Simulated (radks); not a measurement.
Results of a calculation; reference values are marked as such.
These are the eigenvalues of the occupied orbitals of an atom or ion with whole-number occupations (hartree). Level of theory: scalar-relativistic Kohn-Sham, PBEsol, spin-polarised, spherical densities, point nucleus (a radial shooting solver on a logarithmic mesh with Libxc functionals).

| orbital | eigenvalue |
|---|---|
| 1s up | -325.9134 |
| 1s down | -325.9134 |
| 2s up | -39.96077 |
| 2s down | -39.93838 |
| 2p up | -34.62799 |
| 2p down | -34.61109 |
| 3s up | -5.16275 |
| 3s down | -5.12064 |
| 3p up | -3.60023 |
| 3p down | -3.55891 |
| 3d up | -1.10620 |
| 3d down | -1.06782 |

Which element is it, and in what charge state? The configuration may be excited. Open shells, if any, are filled with parallel spins first.

Answer. Z = 29, copper, charge +2: Cu2+ in [Ar] 3d9. The list shows which subshells hold electrons but not how many an open one holds; the 1s level, -325.91 hartree, gives Z - s = 25.5 by -(Z - s)^2/2, which with screening and relativity narrows Z to a few neighbours, and the depths of the outer levels then fix element, charge and occupations together.
